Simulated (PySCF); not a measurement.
PGME (C4H10O2), SMILES COCC(C)O.

Geometry: PBE0-D3(BJ)/def2-SVP. Other conformers were not sampled.

Two levels are set side by side: TDA-PBE/def2-SVPD (PySCF) and TDA-B3LYP/def2-SVPD (PySCF). Vertical, same geometry. The lowest singlet is HOMO→LUMO 99 % with PBE and HOMO−1→LUMO 84 %, HOMO→LUMO 13 % with the other functional; states are paired by order. Differences are taken from unrounded values.

| quantity | TDA-PBE |
|---|---|
| lowest singlet excitation (eV) | 6.16 |
| lowest triplet excitation (TDA) (eV) | 6.01 |

These are the TDA-PBE values. What does TDA-B3LYP give? (The exact figures need the calculation; the answer reports its results.)


```csv
quantity,TDA-B3LYP,TDA-PBE minus TDA-B3LYP
lowest singlet excitation (eV),6.97,-0.82
lowest triplet excitation (TDA) (eV),6.81,-0.80
```

A lower first singlet is the usual sign of a functional without exact exchange. Differences between two approximate levels are no errors against the true value.

Rough cost on one machine, each run with all the roots and properties that it gave: TDA-B3LYP against TDA-PBE about 2 times.
